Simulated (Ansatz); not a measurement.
The cluster PtBr₂. Total charge 0; singlet. Geometry B3LYP-D4/def2-TZVP.

```xyz
3

Pt    0.282   -0.809    0.081
Br   -1.958   -0.233   -0.079
Br    1.676    1.041   -0.002
```

In the def2 sets Pt takes a core potential; there is no spin–orbit coupling. B3LYP takes the VWN-RPA correlation. The restricted singlet is unstable towards broken spin symmetry at other levels; at PBE-D4/def2-SVP, revPBE-D4/def2-TZVP, r2SCAN-D4/def2-TZVPD, B3LYP-D4/def2-TZVP this wasn't settled. At PBE-D4/def2-TZVP the restricted singlet is unstable: a solution with broken spin symmetry lies lower. The geometry of the singlet was relaxed on an unsound state (restricted singlet, unstable towards broken spin symmetry at other levels and untested here). At PBE0-D4/def2-TZVP a triplet of charge 0 lies 0.50 eV below the restricted singlet, each at its own geometry. The structure comes from a short search, and lower isomers may exist.

(1) Estimate the orbital energies around the gap (eV) in Ansatz with PBE-D4/def2-SVP, PBE-D4/def2-TZVP, revPBE-D4/def2-TZVP, r2SCAN-D4/def2-TZVPD, B3LYP-D4/def2-TZVP.

## Answers

(1) 
| orbital | PBE-D4/def2-SVP | PBE-D4/def2-TZVP | revPBE-D4/def2-TZVP | r2SCAN-D4/def2-TZVPD | B3LYP-D4/def2-TZVP |
| --- | --- | --- | --- | --- | --- |
| HOMO−5 | -8.30 | -8.38 | -8.30 | -8.75 | -9.55 |
| HOMO−4 | -7.84 | -7.92 | -7.84 | -8.22 | -8.83 |
| HOMO−3 | -6.58 | -6.64 | -6.58 | -6.98 | -7.84 |
| HOMO−2 | -6.48 | -6.54 | -6.48 | -6.89 | -7.77 |
| HOMO−1 | -6.48 | -6.51 | -6.45 | -6.87 | -7.63 |
| HOMO | -6.12 | -6.19 | -6.13 | -6.48 | -7.30 |
| LUMO | -5.73 | -5.78 | -5.69 | -5.81 | -5.18 |
| LUMO+1 | -3.14 | -3.28 | -3.16 | -3.11 | -2.79 |
| LUMO+2 | -0.07 | -0.29 | -0.19 | -0.12 | 0.07 |
| LUMO+3 | 1.09 | 0.89 | 1.01 | 0.53 | 1.34 |
| LUMO+4 | 1.12 | 1.09 | 1.20 | 0.60 | 1.49 |
| LUMO+5 | 2.32 | 2.12 | 2.20 | 1.36 | 2.74 |
